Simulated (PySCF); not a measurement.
## Ionising SrIn

ROHF-CCSD(T); PySCF, scalar-relativistic core potentials, basis sets Sr def2-SVP with ECP28, In def2-SVP with ECP28. Neutral (ROHF): doublet (π ↑), Re = 3.502 Å, ωe = 86.9 cm⁻¹, De = 0.37 eV.

SrIn⁺ (RHF): singlet (closed shell), Re = 3.783 Å, ωe = 83.2 cm⁻¹, De = 1.35 eV to Sr⁺ + In. The energies at the minima are -219.71489 hartree for SrIn and -219.54690 for SrIn⁺.

**Question.** Work out the adiabatic ionisation energy, without and with harmonic zero-point energies (1 hartree = 27.2114 eV, 1 eV = 8065.5 cm⁻¹), and the change of the bond length.

**Answer.** At CCSD(T): 0.16799 hartree = 4.571 eV between the minima; the zero-point term (83.2 − 86.9)/2 cm⁻¹ = -0.000 eV makes it 4.571 eV. Re changes by +28.1 pm against the neutral. The electron leaves a π orbital, and the longer bond of the ion fits a bonding orbital, or a change in how ionic the bond is.

Correlated steps freeze 4 core orbitals. Weak bonds: SrIn. Basis-set superposition, not corrected here, can be much of De in a small basis, most of all at correlated wavefunction levels. These are scalar-relativistic numbers at best; spin–orbit coupling would shift them, the dissociation energy most. For an ion De counts to the pair picked by the measured ionisation energies or electron affinities, which need not be the lowest pair at this level. Where the molecule has an RHF reference, its open-shell atoms are computed with UHF. States were picked by a PBE0 search and need not be the measured ground states.
